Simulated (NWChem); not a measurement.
System: MoH6O2; SMILES [MoH4]([OH])[OH]

The following NWChem deck was run.

```
start job
memory heap 200 mb stack 900 mb global 1100 mb
geometry units angstroms
  Mo     0.017981    -0.167306    -0.220410
  O      0.899549     1.273982     0.208446
  H      1.465385     2.045734     0.304913
  O     -1.013119    -0.216870     1.184156
  H     -1.644508    -0.378469     1.891484
  H     -0.758404    -1.559000    -0.740663
  H     -1.036169     0.515732    -1.243170
  H      1.115223    -1.251559     0.273817
  H      0.950297    -0.227132    -1.612323
end
basis spherical
  * library def2-svp
end
ecp
  Mo library def2-ecp
end
dft
  xc pbe0
  iterations 150
end
driver
  maxiter 120
end
task dft optimize
dft
  grid fine
  convergence energy 1d-8 density 1d-7
end
task dft freq numerical
```

def2 effective core potentials on Mo; no spin-orbit coupling. The optimisation ended at a saddle point (imaginary frequency).

The level has its own optimisation; frequencies are unscaled.

Problem. Predict the main results of this run. (PBE0/def2-SVP with def2 effective core potentials on Mo.) Quantities: r Mo–O (Å); r H–O (Å); highest harmonic frequency (cm⁻¹); lowest (cm⁻¹); zero-point energy (kcal/mol).

Solution. 
```json
{
 "r Mo–O (Å)": "1.875",
 "r H–O (Å)": "0.963",
 "highest harmonic frequency (cm⁻¹)": "3916",
 "lowest (cm⁻¹)": "-99",
 "zero-point energy (kcal/mol)": "37.0"
}
```
